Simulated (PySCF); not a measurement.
**Excitation energy of N by level of theory**

N [He] 2s2 2p3 (4S) → N [He] 2s1 2p4 (4P), as a difference of total energies. All numbers are calculated (PySCF 2.14, the non-relativistic Hamiltonian (point nucleus), in aug-cc-pwCVDZ (5s4p2d, 27 functions)). Correlated levels: valence: 1s2 frozen. The calculations carry no spin-orbit coupling.

| method | excitation energy (cm⁻¹) |
| --- | --- |
| UHF | 88529 |
| MP2 (valence) | 89329 |
| SCS-MP2 (valence) | 89319 |
| CCSD (valence) | 88038 |
| CCSD(T) (valence) | 87514 |

Errors of the correlated levels include the incompleteness of this basis and the frozen core.

The coupled-cluster amplitudes are large for the upper state (T1 above 0.03 or a double amplitude above 0.15), so a single reference is strained.

For comparison: 88132 cm⁻¹ (measured; NIST levels, between the centres of gravity of the two terms).
